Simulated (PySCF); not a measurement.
C3H7NSi, SMILES C=C=CN[SiH3].

The structure is a stationary point at ωB97X-D3(BJ)/def2-SVP. The structure was generated by enumeration, and PubChem lists no compound with its InChIKey, so it may never have been made. Other conformers were not sampled.

Two levels are set side by side: TDDFT-PBE/def2-SVPD (PySCF) and TDDFT-ωB97X/def2-SVPD (PySCF). Vertical, same geometry. The lowest singlet is HOMO→LUMO 100 % with PBE and HOMO→LUMO 82 % with the other functional; states are paired by order. Differences are taken from unrounded values.

```
quantity                               TDDFT-ωB97X  TDDFT-PBE  TDDFT-PBE minus TDDFT-ωB97X
-------------------------------------  -----------  ---------  ---------------------------
lowest singlet excitation (eV)                4.47       3.76                        -0.71
lowest triplet excitation (TDA) (eV)          4.17       3.46                        -0.70
first bright state (f over 0.05) (eV)         6.39       5.55                        -0.84
its oscillator strength                       0.31       0.15                        -0.17
```

A lower first singlet is the usual sign of a functional without exact exchange. Differences between two approximate levels are no errors against the true value.

Rough cost on one machine, each run with all the roots and properties that it gave: TDDFT-ωB97X against TDDFT-PBE about 5 times.
